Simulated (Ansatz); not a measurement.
H3NbO3S (SMILES [OH][Nb]([OH])([OH])=[S]) moved off its minimum; all values from Ansatz (a program for electronic structure), cores frozen in correlated methods. Elements past Kr take the def2 small-core potentials, without spin–orbit coupling.
(charge 0, multiplicity 1)
```xyz
8

Nb    -0.22616     0.01780     0.13829
S      1.25505     0.97321    -1.17087
O      0.92104    -0.98096     1.39654
H      1.76808    -1.17021     1.55798
O     -1.02292    -1.40995    -0.91232
H     -1.20442    -1.45553    -1.74548
O     -1.49132     1.08910     0.95611
H     -1.42819     2.06548     0.88669
```

**Question.** Give the forces (eV/Å), the total energy and the dipole at CCSD(T)/def2-TZVPPD.

**Answer.** 
| atom | Fx | Fy | Fz |
|---|---|---|---|
| Nb1 | 3.552 | -3.799 | -0.880 |
| S2 | -0.873 | 0.245 | 0.411 |
| O3 | -6.448 | 1.958 | -1.516 |
| H4 | 4.994 | -0.918 | 0.733 |
| O5 | 1.632 | 1.368 | 8.422 |
| H6 | -1.604 | -0.513 | -7.954 |
| O7 | -0.921 | 2.416 | 0.569 |
| H8 | -0.331 | -0.756 | 0.214 |
Energy -681.6906 hartree, dipole 1.37 D.
